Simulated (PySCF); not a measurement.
Species: phthalan, C8H8O.
Atom-mapped SMILES: `[cH:1]1[cH:2][cH:3][c:4]2[c:5]([cH:6]1)[CH2:7][O:8][CH2:9]2` (hydrogens: H10 on C1; H11 on C2; H12 on C3; H13 on C6; H14, H15 on C7; H16, H17 on C9)

Method used: TDDFT B3LYP/def2-SVPD, vertical, gas phase, core orbitals frozen in the response (PySCF). Geometry: PBE0-D3(BJ)/def2-SVP; no solvent, vibrations or thermal averaging.

Problem. What does the calculation give for the low-lying excited states?

Solution. 

| state | E (eV) | ν̃ (cm⁻¹) | f | \|μ\| (D) | main configurations (H = HOMO, L = LUMO) |
| --- | --- | --- | --- | --- | --- |
| S1 | 5.04 | 40620 | 0.028 | 1.20 | H→L (82%), H-1→L+1 (18%) |
| S2 | 5.56 | 44840 | 0.036 | 1.30 | H→L+1 (86%), H-1→L (8%) |
| S3 | 5.81 | 46860 | 0.015 | 0.83 | H-2→L (66%), H-1→L+1 (26%) |
| S4 | 6.17 | 49790 | 0.057 | 1.57 | H-1→L (60%), H-2→L+1 (38%) |
| S5 | 6.23 | 50240 | 0.018 | 0.87 | H→L+2 (96%) |
| S6 | 6.61 | 53320 | 0.0001 | 0.07 | H→L+3 (90%) |

The lowest singlet lies at 5.04 eV (246 nm, ultraviolet) and is weak; its leading configuration is HOMO→LUMO (82%). The strongest level in the table is S4 at 6.17 eV (201 nm, f = 0.057). Löwdin shares by element: HOMO carbon 32% or more, oxygen 18% (atoms not listed hold the other 50%); LUMO carbon 65% or more (atoms not listed hold the other 35%). Orbital energies (eV): HOMO-3 -8.95, HOMO-2 -7.55, HOMO-1 -7.17, HOMO -6.59, LUMO -0.72, LUMO+1 -0.41, LUMO+2 0.49. Weighted by f, the mean energy of these states is 5.80 eV. The oscillator strengths of these states sum to 0.154; summed over the whole spectrum of an exact calculation they would give the number of electrons, 64 (Thomas–Reiche–Kuhn). Only the lowest 6 singlets were computed, as vertical energies without vibronic structure.

On one thread of an AMD EPYC, no GPU, on a shared host, this took 98 s of wall time and 1.0 GiB of memory at its peak.
